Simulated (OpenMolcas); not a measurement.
Fe III.

| Property | Result |
| --- | --- |
| Program | OpenMolcas 26.06 |
| Basis | ANO-R3 [7s5p5d3f2g1h] |
| Scalar Hamiltonian | X2C, finite nucleus |
| Active space | 6 electrons in 5 orbitals (3d) |
| State averaging | 2S+1 = 5 even, 5 roots; 2S+1 = 3 even, 45 roots; 2S+1 = 1 even, 50 roots |
| Spin-orbit coupling | state interaction with AMFI integrals over the reference wave functions, term energies averaged over their components |

Two sets of levels on these reference wave functions, in cm⁻¹ above 3d⁶ ⁵D₄: one from CASSCF and one from MS-CASPT2, IPEA 0.25 Eh, imaginary shift 0.1 Eh (closed shells correlated: 3s 3p).

| Level | Set 1 | Set 2 |
| --- | --- | --- |
| 3d⁶ ⁵D₄ | 0.0 | 0.0 |
| 3d⁶ ⁵D₃ | 438 | 435 |
| 3d⁶ ⁵D₂ | 745 | 745 |
| 3d⁶ ⁵D₁ | 943 | 946 |
| 3d⁶ ⁵D₀ | 1039 | 1045 |
| 3d⁶ ³H₆ | 19760 | 22580 |
| 3d⁶ ³H₅ | 19980 | 22810 |
| 3d⁶ ³H₄ | 20130 | 22990 |
| 3d⁶ ³P₂(1) | 18780 | 24730 |
| 3d⁶ ³F₄(1) | 21030 | 25870 |
| 3d⁶ ³P₁(1) | 20060 | 26000 |
| 3d⁶ ³F₃(1) | 21250 | 26110 |
| 3d⁶ ³F₂(1) | 21410 | 26280 |
| 3d⁶ ³P₀(1) | 20600 | 26550 |
| 3d⁶ ³G₅ | 24290 | 28510 |
| 3d⁶ ³G₄ | 24670 | 28910 |

**Question.** Which set is which?

**Answer.** Set 1 is MS-CASPT2. Its levels of the other terms of 3d⁶ lie at 0.76 to 0.88 of the other set's values, as expected, since terms of lower spin or lower L gain more correlation energy than the Hund ground term. Against 15 measured levels (Corliss and Sugar, J. Phys. Chem. Ref. Data 11, 135 (1982)) the mean absolute deviation is 310 cm-1 with it and 3000 cm-1 without; single levels miss by up to 630 cm-1 with it.

Term energies are means over components that CASPT2 splits; among the terms shown or strongly mixed into the levels shown the widest spread is 340 cm-1 (3d⁶ ³G, MS-CASPT2). Without dynamic correlation excited terms often stand tens of per cent too high (terms of higher spin than the ground term too low), and those without a measured partner can miss by more than the paired ones (holds for CASSCF). Measured partners are found by configuration, term and J. A level has none where our copy of the source lacks it or the pairing is in doubt (some pairs that miss far off the trend of their configuration count as doubtful), and it then counts in no deviation. Levels of configurations outside the active space are missing. The table leaves out levels that lie high or whose names do not pair safely across all columns.

A number in round brackets counts repeated terms of one configuration in the order of the reference energies.
